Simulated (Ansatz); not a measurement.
Molecule: C₃H₁₀GeN, charge 0, multiplicity 2. It need not be the lowest isomer of its formula. SMILES: C[CH][N](C)[GeH3]
Structure (B3LYP-D3(BJ)/def2-TZVP (Ansatz, a quantum-chemistry and plane-wave program) minimum search):
```xyz
15

C     -2.3186    -0.2983    -0.5873
C     -1.3384     0.7974    -0.8106
N     -0.1310     0.8209    -0.1282
C      0.7163     1.9751    -0.3923
Ge     0.7007    -0.7495     0.4360
H     -2.6813    -0.3485     0.4518
H     -3.1875    -0.1551    -1.2297
H     -1.9066    -1.2871    -0.8210
H     -1.6943     1.7652    -1.1439
H      0.1441     2.8939    -0.2349
H      1.5650     1.9876     0.2909
H      1.0977     1.9882    -1.4214
H      1.9307    -0.2831     1.2280
H     -0.2666    -1.5406     1.3256
H      1.1390    -1.6282    -0.7596
```
Charge 0, spin multiplicity 2.

Parts of the frozen-core correlation energy in STO-3G (Ansatz, hartree). Frozen orbitals: 18; correlated occupied orbitals by spin: 16 and 15; virtual: 14 and 15. Open shells are spin-unrestricted. No spin-orbit coupling. Non-relativistic.

```json
[
 {"term": "reference (HF)", "value": "-2223.50673"},
 {"term": "MP2 opposite-spin", "value": "-0.19950"},
 {"term": "MP2 same-spin", "value": "-0.02678"},
 {"term": "CCSD correlation", "value": "-0.30267"},
 {"term": "(T)", "value": "-0.00325"},
 {"term": "T1 diagnostic", "value": "0.012"},
 {"term": "largest doubles amplitude", "value": "0.052"},
 {"term": "<S^2> of the reference", "value": "0.760"}
]
```
